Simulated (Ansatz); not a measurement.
```xyz
11

C     1.7916   -0.5258    0.7402
C     0.5604   -0.5671    0.2604
I     0.2277   -1.5848   -1.6027
C    -0.6845    0.1059    0.6578
Al   -1.3234    0.8549   -1.0904
H     2.6378   -0.9971    0.2612
H     1.9663    0.0150    1.6660
H    -1.4397   -0.6259    0.9658
H    -0.5018    0.8009    1.4818
H    -2.8160    0.5690   -1.5503
H    -0.4184    1.9551   -1.7898
```

The species carries charge 0 and has multiplicity 1. I: def2 effective core potential.

Q: List the CAM-B3LYP/def2-TZVPP orbital energies in eV (Ansatz). (Estimate.)

A: Ansatz gave: Occupied: -1526.03, -280.81, -279.10, -278.58, -188.85, -135.10, -134.88, -134.82, -114.07, -74.81, -74.61, -74.59, -54.75, -54.69, -54.64, -54.45, -54.45, -24.78, -21.61, -21.19, -16.65, -14.77, -14.29, -13.48, -12.84, -10.92, -10.67, -9.76, -9.54, -9.30, -8.32. Lowest empty: -0.51, 0.36, 0.93, 1.72, 2.48, 3.10, 3.19, 3.32.
